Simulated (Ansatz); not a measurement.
Geometry optimisation, Ansatz, UKS PBE0/STO-3G.

Input:

```yaml
crystal:
  periodic: [false, false, false]
  atoms:
    - { symbol: Li, position_ang: [-0.98348, 0.38208, -1.92083] }
    - { symbol: C, position_ang: [0.54276, 0.93525, -0.95889] }
    - { symbol: C, position_ang: [0.54336, 0.28006, 0.19547] }
    - { symbol: C, position_ang: [-0.50406, -0.71243, 0.61627] }
    - { symbol: H, position_ang: [1.3998, 1.6081, -1.05986] }
    - { symbol: H, position_ang: [1.32199, 0.40883, 0.95645] }
    - { symbol: H, position_ang: [-1.26844, -0.81737, -0.16907] }
    - { symbol: H, position_ang: [-0.05953, -1.69107, 0.80258] }
    - { symbol: H, position_ang: [-0.99239, -0.39346, 1.53788] }
magnetization:
  spin_polarized: true
basis:
  gaussian: { orbitals: STO-3G }
hamiltonian:
  xc: pbe0
relax:
  f_tol: 0.02
  max_steps: 40
```

Launched with:

```bash
$ ansatz run input.yaml --threads 1 --pin off --max-ram 2048MiB --backend cpu --events-out ev --progress --plain --runs-dir out
```

**Question.** Where does it end, and by what steps?

**Answer.** The run converged. Limits of this set-up: minimal basis. After 8 steps the energy has fallen by 0.048 eV; Li1 moved furthest, 0.08 Å.

```json
{"step": "0", "energy less start (eV)": "0.0000", "largest force component (eV/Å)": "1.074", "accepted": "yes"}
{"step": "1", "energy less start (eV)": "-0.0451", "largest force component (eV/Å)": "0.090", "accepted": "yes"}
{"step": "2", "energy less start (eV)": "-0.0456", "largest force component (eV/Å)": "0.060", "accepted": "yes"}
{"step": "3", "energy less start (eV)": "-0.0462", "largest force component (eV/Å)": "0.030", "accepted": "yes"}
{"step": "4", "energy less start (eV)": "-0.0465", "largest force component (eV/Å)": "0.024", "accepted": "yes"}
{"step": "5", "energy less start (eV)": "-0.0473", "largest force component (eV/Å)": "0.028", "accepted": "yes"}
{"step": "6", "energy less start (eV)": "-0.0477", "largest force component (eV/Å)": "0.029", "accepted": "yes"}
{"step": "7", "energy less start (eV)": "0.4709", "largest force component (eV/Å)": "5.470", "accepted": "no"}
{"step": "8", "energy less start (eV)": "-0.0478", "largest force component (eV/Å)": "0.011", "accepted": "yes"}
```

```xyz
9
Properties=species:S:1:pos:R:3
Li -0.974 0.347 -1.846
C 0.572 0.969 -0.983
C 0.554 0.294 0.184
C -0.511 -0.715 0.611
H 1.433 1.645 -1.082
H 1.337 0.422 0.953
H -1.305 -0.848 -0.162
H -0.081 -1.712 0.791
H -1.024 -0.402 1.534
```

The run took 20 s on 1 thread of Arm Neoverse V1 (shared host), peak memory 0.12 GiB.
